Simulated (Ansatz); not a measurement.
Total energies of Zn₂Se₂ (the lowest singlet isomer of a short search) from Ansatz at PBE0-D4/def2-TZVP, gas phase (1 Eh = 27.2114 eV = 2625.5 kJ/mol). The reference geometry is relaxed at B3LYP-D4/def2-SVP.

```xyz
4

Zn    0.7125    0.0607   -1.0159
Zn   -0.7146   -0.0611    1.0143
Se   -0.3166    1.9989   -0.1025
Se    0.3188   -1.9985    0.1041
```

```
                 state                      geometry  energy (Eh)
      charge 0 singlet                     reference  -8360.95168
      charge 1 doublet                     reference  -8360.65095
      charge 0 triplet  relaxed at B3LYP-D4/def2-SVP  -8360.89057
      charge 0 quintet  relaxed at B3LYP-D4/def2-SVP  -8360.81706
free Zn atom (singlet)                             –  -1779.14424
free Se atom (triplet)                             –  -2401.20505
```

(1) Work out the vertical ionisation energy to the doublet.

(2) Which of the charge 0 states is lowest, and how far above it are the others?

(3) What is the binding energy per atom against free atoms?

(1) E(charge 1 doublet) − E(charge 0 singlet) = -8360.65095 − (-8360.95168) = 0.30073 Eh = 8.18 eV. For comparison, −ε of the highest occupied level is 6.39 eV at this level, 1.79 eV less.

(2) The singlet. triplet: -8360.89057 − (-8360.95168) = 0.06111 Eh = 160.4 kJ/mol; quintet: -8360.81706 − (-8360.95168) = 0.13462 Eh = 353.4 kJ/mol. The triplet differs in its bonds from the reference. The quintet differs in its bonds from the reference.

(3) Atoms: 2 × (-1779.14424) + 2 × (-2401.20505) = -8360.69858 Eh. Binding: -8360.69858 − (-8360.95168) = 0.25310 Eh = 6.89 eV, or 1.72 eV for each of 4 atoms (no zero-point energy, no counterpoise term).

The structure comes from a short search, and lower isomers may exist.
